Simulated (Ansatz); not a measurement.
Relaxation of H$_{6}$OSn (8 atoms, charge 0, multiplicity 1), to a largest force component of 0.03 eV/Å in at most 50 steps.

All numbers below come from RKS B3LYP-D4/def2-SVP (Ansatz 0.2.0).

```xyz
8
Properties=species:S:1:pos:R:3
Sn -0.460 0.040 -0.516
H 0.004 -0.102 2.397
H 1.007 -0.034 0.370
H -0.562 1.498 -1.414
H -0.621 -1.355 -1.515
O -2.062 0.090 0.646
H -2.494 -0.762 0.785
H -0.708 -0.006 2.394
```

Problem. Where does it end, and by what steps?

Solution. It converged. The force dipped under the threshold on the way, but the program's further checks kept it going. After 25 steps the energy has fallen by 0.237 eV; H2 moved furthest, 1.63 Å.

| step | energy less start (eV) | largest force component (eV/Å) | accepted |
| --- | --- | --- | --- |
| 0 | 0.0000 | 1.791 | yes |
| 1 | -0.1268 | 0.354 | yes |
| 2 | -0.1710 | 0.539 | yes |
| 3 | -0.2023 | 0.101 | yes |
| 4 | -0.2063 | 0.189 | yes |
| 5 | -0.2195 | 0.075 | yes |
| 6 | -0.2255 | 0.124 | yes |
| 7 | -0.1894 | 1.587 | no |
| 8 | -0.2277 | 0.008 | yes |
| 9 | -0.2288 | 0.177 | yes |
| 10 | -0.2295 | 0.098 | yes |
| 11 | -0.2308 | 0.087 | yes |
| 12 | -0.2319 | 0.064 | yes |
| 13 | -0.2314 | 0.153 | no |
| 14 | -0.2331 | 0.056 | yes |
| 15 | -0.2341 | 0.136 | yes |
| 16 | -0.2347 | 0.075 | yes |
| 17 | -0.2354 | 0.053 | yes |
| 18 | -0.2362 | 0.089 | yes |
| 19 | -0.2364 | 0.057 | yes |
| 20 | -0.2369 | 0.057 | yes |
| 21 | -0.2371 | 0.026 | yes |
| 22 | -0.2372 | 0.018 | yes |
| 23 | -0.2373 | 0.037 | yes |
| 24 | -0.2373 | 0.035 | yes |
| 25 | -0.2374 | 0.026 | yes |

```xyz
8
Properties=species:S:1:pos:R:3
Sn -0.433 -0.042 -0.960
H -0.848 0.513 3.642
H 1.165 -0.642 -0.734
H -0.482 1.659 -1.136
H -1.222 -0.860 -2.255
O -1.492 -0.339 0.721
H -1.565 -1.275 0.954
H -1.020 0.357 2.914
```

Run time: 65 s on 1 thread of Arm Neoverse V1, on a shared host, peak memory 0.13 GiB.
